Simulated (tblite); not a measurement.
Input of a run (GFN2-xTB geometry optimisation, gas phase (tblite 0.8.0)), started from a force field or distance geometry:
```
{"job": {"kind": "relax", "xc": "GFN2-xTB", "basis": "xTB"}, "charge": 0, "multiplicity": 2}
F      2.625900    -0.473600     0.947900
C      2.057100     0.230700    -0.087600
F      2.389900     1.528400     0.126800
F      2.696200    -0.155900    -1.220400
C      0.577600     0.006300    -0.148600
C     -0.362300     1.017500    -0.554400
C     -1.592800     0.575000    -0.320800
C     -1.578300    -0.802100     0.267800
N     -0.164100    -1.221100     0.284100
H     -0.091900     1.981700    -0.950900
H     -2.502100     1.126400    -0.512700
H     -2.003400    -0.799300     1.278600
H     -2.172200    -1.495100    -0.344500
H      0.119500    -1.519200     1.212400
```

Output (eV, eV/Å):
```
step      E/eV     max force
  0    -824.76766    3.221
  1    -824.96421    1.592
  2    -825.03908    0.930
  3    -825.08079    0.515
  4    -825.10683    0.445
  5    -825.12835    0.481
  6    -825.15032    0.394
  7    -825.16354    0.276
  8    -825.17262    0.281
  9    -825.17854    0.248
 10    -825.18352    0.214
 11    -825.18835    0.163
 12    -825.19310    0.166
 13    -825.19667    0.135
 14    -825.19923    0.140
 15    -825.20148    0.129
 16    -825.20390    0.131
 17    -825.20618    0.142
 18    -825.20798    0.103
 19    -825.20903    0.073
 20    -825.20963    0.075
 21    -825.20998    0.044
 22    -825.21034    0.052
 23    -825.21074    0.057
 24    -825.21118    0.049
 25    -825.21156    0.045
 26    -825.21185    0.044
 27    -825.21209    0.042
 28    -825.21232    0.040
 29    -825.21251    0.038
 30    -825.21261    0.023
 31    -825.21267    0.015
 32    -825.21270    0.014
 33    -825.21272    0.009
```

Task: Summarise the run.

Result: The energy falls by 0.445 eV over 33 L-BFGS steps, the largest force on an atom goes from 3.22 to 0.009 eV/Å, and the atoms move by 0.134 Å rms after alignment. The bond that changes most is C5–N9 (ends: carbon bonded to 2 C and N; nitrogen bonded to 2 C and H), which shortens by 0.116 Å. Bonds longer at the end by more than 0.005 Å: 2 of 14; shorter: 8. Among the angles that change most is C8–N9–H14, from 111.2° to 121.7°. Among the dihedrals that turn most is H13–C8–N9–H14, from -114° to -84°. The energy never rose by more than 1e-5 eV on the way. The first step brought 44 % of the lowering.

Task: What are the final bond lengths?

Result: F1–C2 1.350 Å, C2–F3 1.342 Å, C2–F4 1.358 Å, C2–C5 1.474 Å, C5–C6 1.396 Å, C6=C7 1.366 Å, C7–C8 1.495 Å, C8–N9 1.444 Å, C5–N9 1.382 Å, C6–H10 1.073 Å, C7–H11 1.070 Å, C8–H12 1.102 Å, C8–H13 1.100 Å, N9–H14 1.007 Å. Numbering counts from 1 in the input's order; the species is `FC(F)(F)[C]1C=CCN1` [radical].

Hardware: Arm Neoverse V1, one thread (shared host). Cost: 0.19 s wall.

Its GFN2-xTB frequencies are all real (lowest 22 cm⁻¹). 3 starts were optimised and ended at 0.00, 0.18 and 0.23 kcal/mol (GFN2-xTB); the lowest of these is shown.

The numbers are calculated, not measured.
